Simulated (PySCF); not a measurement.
C₃H₆AlClO, SMILES [CH2](C=C)[Al]([Cl])[OH].

Geometry: B3LYP-D3(BJ)/def2-SVP. The values are those of a single conformer.

Two levels are set side by side: PBE/def2-TZVP (PySCF) and ωB97X/def2-TZVP (PySCF). Same geometry, gas phase. Differences are taken from unrounded values.

```csv
quantity,PBE
orbital gap (eV),4.41
highest occupied level (eV),-5.93
lowest empty level (eV),-1.52
dipole moment (D),0.68
mean polarisability (bohr³),78.5
```

Problem. These are the PBE values. What does ωB97X give? (The exact figures need the calculation; the answer reports its results.)

Solution. 
```json
[
 {"quantity": "orbital gap (eV)", "ωB97X": "10.59", "PBE minus ωB97X": "-6.18"},
 {"quantity": "highest occupied level (eV)", "ωB97X": "-9.29", "PBE minus ωB97X": "3.36"},
 {"quantity": "lowest empty level (eV)", "ωB97X": "1.31", "PBE minus ωB97X": "-2.82"},
 {"quantity": "dipole moment (D)", "ωB97X": "0.67", "PBE minus ωB97X": "0.01"},
 {"quantity": "mean polarisability (bohr³)", "ωB97X": "73.5", "PBE minus ωB97X": "4.9"}
]
```

PBE's occupied levels lie high since its potential decays too fast outside the molecule; exact exchange lowers them and widens the gap. PBE's more diffuse valence density responds more strongly to a field. Differences between two approximate levels are no errors against the true value.

Rough cost on one machine, each run with all the roots and properties that it gave: ωB97X against PBE within a factor of 2.
